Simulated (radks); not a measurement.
Neutral neodymium: order these configurations by energy. Calculated with a radial shooting solver on a logarithmic mesh with Libxc functionals: Dirac Kohn-Sham, PBE, spin-unpolarised, spherical densities, finite nucleus; Fermi nuclear charge, rms radius of each element as measured or else 0.836 A^(1/3) + 0.57 fm. Sub-shells are occupied by j as written (lower j first in brackets). [Xe] 4f(5/2: 3, 7/2: 0) 5d(3/2: 1, 5/2: 0) 6s2; [Xe] 4f(5/2: 3, 7/2: 0) 6s2 6p(1/2: 1, 3/2: 0); [Xe] 4f(5/2: 4, 7/2: 0) 5d(3/2: 1, 5/2: 0) 6s1; [Xe] 4f(5/2: 4, 7/2: 0) 6s1 6p(1/2: 1, 3/2: 0); [Xe] 4f(5/2: 4, 7/2: 0) 6s2.

Answer. From the lowest, in eV above it: [Xe] 4f(5/2: 4, 7/2: 0) 6s2 0.000; [Xe] 4f(5/2: 4, 7/2: 0) 5d(3/2: 1, 5/2: 0) 6s1 1.630; [Xe] 4f(5/2: 3, 7/2: 0) 5d(3/2: 1, 5/2: 0) 6s2 1.797; [Xe] 4f(5/2: 4, 7/2: 0) 6s1 6p(1/2: 1, 3/2: 0) 2.193; [Xe] 4f(5/2: 3, 7/2: 0) 6s2 6p(1/2: 1, 3/2: 0) 3.923.
